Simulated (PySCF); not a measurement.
C5H5O4 (charge -1).
SMILES: `O=COC1(C(=O)[O-])CC1`

Closed-shell single points with PySCF (density fitting; grid level 2 and gas phase unless stated) on one GFN2-xTB geometry.

Question: Rank these settings by the HOMO energy, lowest first.
A. CAM-B3LYP/pcSseg-1
B. LDA/aug-cc-pVDZ
C. PBE0/pcSseg-1
D. PBE/pcSseg-1
E. PBE0/pcSseg-1, IEF-PCM tetrahydrofuran

Answer: E (-6.17 eV), A (-3.58 eV), C (-2.16 eV), B (-1.18 eV), D (-0.60 eV).

Question: Rank these settings by the HOMO–LUMO gap, lowest first.
A. PBE0/pcSseg-1, IEF-PCM tetrahydrofuran
B. PBE0/pcSseg-1
C. CAM-B3LYP/pcSseg-1
D. PBE/pcSseg-1
E. LDA/aug-cc-pVDZ

Answer: E (3.63 eV), D (4.88 eV), B (7.48 eV), A (7.76 eV), C (9.87 eV).

All figures of these runs:

```
                              settings  basis functions  SCF cycles     E (Eh)  HOMO (eV)  LUMO (eV)
                       LDA/aug-cc-pVDZ              252          18  -490.6731      -1.18       2.45
                          PBE/pcSseg-1              178          17  -493.8870      -0.60       4.28
                    CAM-B3LYP/pcSseg-1              178          15  -494.2280      -3.58       6.29
PBE0/pcSseg-1, IEF-PCM tetrahydrofuran              178          15  -493.9630      -6.17       1.59
                         PBE0/pcSseg-1              178          15  -493.8808      -2.16       5.32
```

Cycle counts include a coarse-grid stage where the run had one. The species at its GFN2-xTB geometry (one conformer only).

Conformer computed: `[O:1]=[CH:2][O:3][C:4]1([C:5](=[O:6])[O-:7])[CH2:8][CH2:9]1`: O1–C2–O3–C4 -82°, C2–O3–C4–C5 -33°, O3–C4–C5–O6 -167°.
